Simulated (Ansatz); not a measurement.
Ansatz results at the PBE0-D4/def2-TZVP geometry: HOMO–LUMO gap (B3LYP/def2-TZVPP) 5.59 eV; HOMO–LUMO gap (ωB97M-V/def2-TZVPP) 9.82 eV; HOMO energy (B3LYP/def2-TZVPP) -7.02 eV.

Each molecule was computed in one conformer, which needn't be the lowest.

Task: Which molecule gave them?
A. `N[Si]1(F)CCO1`
B. `O[SiH]1CCO1`
C. `CB[Te][AlH2]`
D. `[CH3][AlH][CH2]Br`

Result: D. The others give `N[Si]1(F)CCO1`: 8.14, 12.50, -7.61; `O[SiH]1CCO1`: 8.20, 12.54, -7.77; `CB[Te][AlH2]`: 4.72, 8.74, -6.82.

B3LYP here is the variant with VWN-RPA as its local correlation; programs differ in this.
